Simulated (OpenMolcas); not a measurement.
Mo3+.

```
Program             : OpenMolcas 26.06
Basis               : ANO-RCC-VTZP [7s6p4d2f1g]
Scalar Hamiltonian  : DKH2, point nucleus
Active space        : 3 electrons in 10 orbitals (4d 5d)
State averaging     : 2S+1 = 4 even, 10 roots; 2S+1 = 2 even, 40 roots
Spin-orbit coupling : RASSI with atomic mean-field integrals over the reference wave functions, term energies averaged over their components
```

Two sets of levels on these reference wave functions, in cm-1 above 4d3 4F 3/2: one from CASSCF and one from MS-CASPT2, IPEA 0.25 Eh, imaginary shift 0.1 Eh (closed shells correlated: 4s 4p).

```csv
Level,Set 1,Set 2
4d3 4F 3/2,0.0,0.0
4d3 4F 5/2,763,745
4d3 4F 7/2,1728,1706
4d3 4F 9/2,2830,2820
4d3 4P 1/2,10560,13010
4d3 4P 3/2,10530,13110
4d3 2G 7/2,11890,14050
4d3 4P 5/2,11850,14210
4d3 2G 9/2,12670,14780
4d3 2P 1/2,14220,18360
4d3 2H 9/2,16650,18650
4d3 2H 11/2,17080,19060
4d3 2D 5/2(1),17400,20780
4d3 2D 3/2(1) [54 %],17330,21040
4d3 2F 7/2,25700,30540
4d3 2F 5/2,26030,30880
```

Question: Which set is which?

Answer: Set 1 is MS-CASPT2. Its levels of the other terms of 4d3 lie at 0.77 to 0.90 of the other set's values, as expected, since terms of lower spin or lower L gain more correlation energy than the Hund ground term. Against 14 measured levels (Sugar and Musgrove, J. Phys. Chem. Ref. Data 17, 155 (1988)) the mean absolute deviation is 380 cm-1 with it and 2700 cm-1 without; single levels miss by up to 930 cm-1 with it.

CASPT2 does not keep the components of a term degenerate, so their means are used; among the terms shown or strongly mixed into the levels shown the widest spread is 700 cm-1 (4d3 4F, MS-CASPT2). Active for correlation alone: 5d; no level in the range computed is led by a configuration that fills it, so any true level of that kind is missing. Without dynamic correlation excited terms often stand tens of per cent too high (terms of higher spin than the ground term too low), and those without a measured partner can miss by more than the paired ones (holds for CASSCF). The CASPT2 spread within a term exceeds the gap to the next term for 4d3 2H and 4d3 2D(1), so the order of their levels is uncertain (holds for MS-CASPT2). Measured partners are found by configuration, term and J. A level has none where our copy of the source lacks it or the pairing is in doubt (some pairs that miss far off the trend of their configuration count as doubtful), and it then counts in no deviation. Levels of configurations outside the active space are missing. The table leaves out levels that lie high or whose names do not pair safely across all columns.

A share in square brackets marks a mixed level and gives the weight of the term that names it, the lowest over the columns. A number in round brackets counts repeated terms of one configuration in the order of the reference energies.
